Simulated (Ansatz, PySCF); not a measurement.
Process, species as SMILES: Cc1[c-][se]cc1 -> Cc1[c-]c[se]c1
Geometries: B3LYP-D3(BJ)/def2-TZVP minima from Ansatz (a program for electronic structure). Frequencies are from Ansatz or PySCF. Unstable Hartree-Fock reference: Cc1[c-][se]cc1, Cc1[c-]c[se]c1.

Wanted: isomerisation energy (enthalpy at 298 K, with B3LYP-D3(BJ) rigid-rotor harmonic-oscillator terms), in eV. Valence correlation only, unless marked. No spin-orbit coupling. The frozen core is the preceding noble-gas configuration, with the filled d and f shells of earlier blocks. No relativistic terms. Anions need diffuse functions: aug- sets have them; def2-D sets add few; the other sets have none. Basis-set limits of correlation are two-point, X^-3; Hartree-Fock from the larger set.

CCSD(T)/CBS(aug-cc-pVTZ,aug-cc-pVQZ) (Ansatz) gives 0.27 eV.

**Question.** Another calculation gave 0.13 eV. Which level was it?
A) LC-wPBE/def2-TZVPD (Ansatz)
B) BLYP/def2-TZVPD (Ansatz)
C) HSE06/def2-TZVPD (Ansatz)

**Answer.** B, BLYP/def2-TZVPD (Ansatz). The others give 0.25 (HSE06), 0.37 (LC-wPBE) eV.
